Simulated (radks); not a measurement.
Numerical settings for the potassium ion K3+, [Ne] 3s2 3p4. All-electron calculation, scalar-relativistic Kohn-Sham, PBE, spin-unpolarised, spherical densities, finite nucleus; Fermi nuclear charge, rms radius 3.4349 fm. Program: a radial shooting solver on a logarithmic mesh with Libxc functionals. The defaults (mesh step 0.008 in ln r, mesh end at 40 bohr or more with all orbitals vanishing there, Anderson mixing 0.5 over 9 steps, residual threshold near 1e-9 with the energy settled to 1e-9 hartree or 1e-11 of itself, here a cap of 93 iterations) give E = -599.0305 hartree and 3p at -54.784 eV in 15 iterations. Times are rough (one thread of a shared host). Changes against that run (0 stands for a change within the tolerance of the run):

setting                    iterations  converged  E (mhartree)  e(3p) (meV)  CPU (s)
mesh step in ln r 0.12             93         no     -3.12e+06            -     0.19
mesh step in ln r 0.005            16        yes             0            0     0.12
mesh step in ln r 0.03             14        yes             0            0     0.03
mesh end (bohr) 8                  15        yes             0            0     0.08
mesh end (bohr) 3                  14        yes          +118    +1.97e+03     0.07
residual threshold 0.1              8        yes             0       -0.691     0.05
residual threshold 1e-05            9        yes             0      +0.0443     0.06
mixing 1.5                         16        yes             0            0     0.08
linear mixing, mixing 0.2          88        yes             0            0     0.35
linear mixing, mixing 0.8          93         no     -1.69e+05    -2.68e+05     0.38
mixing history 3                   19        yes             0            0     0.09
iteration cap 3                     3         no         +1.38         -671     0.02

Settings that end as converged yet miss the energy by more than 1 mhartree: mesh end (bohr) 3 (+0.118 hartree). A mesh that ends early acts as a hard wall.
